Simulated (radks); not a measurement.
Values are calculated unless marked as measured or tabulated.
The thulium ion Tm+, configuration [Xe] 4f13 5d0.5 6s0.5 (fractional occupations, a model configuration). Level of theory: Dirac Kohn-Sham, PBE, spin-unpolarised, spherical densities, finite nucleus; open shells fill j = l - 1/2 first; Fermi nuclear charge, rms radius 5.2256 fm (a radial shooting solver on a logarithmic mesh with Libxc functionals).

Normalised radial functions P(r) = r R(r) (large component), r in bohr:

| r | 5s1/2 | 5d3/2 |
|---|---|---|
| 0.003956 | 0.1309 | 0.0001 |
| 0.006241 | 0.1588 | 0.0004 |
| 0.009926 | 0.1652 | 0.0014 |
| 0.01579 | 0.1172 | 0.0044 |
| 0.02491 | -0.0122 | 0.0131 |
| 0.03961 | -0.1956 | 0.0359 |
| 0.063 | -0.2503 | 0.0823 |
| 0.1002 | 0.0418 | 0.1396 |
| 0.1581 | 0.3784 | 0.1288 |
| 0.2514 | -0.0116 | -0.0427 |
| 0.3999 | -0.5621 | -0.2263 |
| 0.6309 | 0.1677 | -0.0888 |
| 1.003 | 1.0380 | 0.3045 |
| 1.596 | 0.7214 | 0.5744 |
| 2.538 | 0.1668 | 0.5665 |
| 4.005 | 0.0113 | 0.3769 |
| 6.369 | 0.0001 | 0.1433 |
| 10.13 | 0.0000 | 0.0207 |

5s1/2: eigenvalue -59.065 eV, 4 radial nodes at r = 0.0241, 0.0958, 0.250, 0.591 bohr, <r> = 1.23 bohr, 90 % of the charge inside 1.79 bohr. 5d3/2: eigenvalue -6.204 eV, 2 radial nodes at r = 0.231, 0.708 bohr, <r> = 2.84 bohr, 90 % of the charge inside 4.68 bohr.
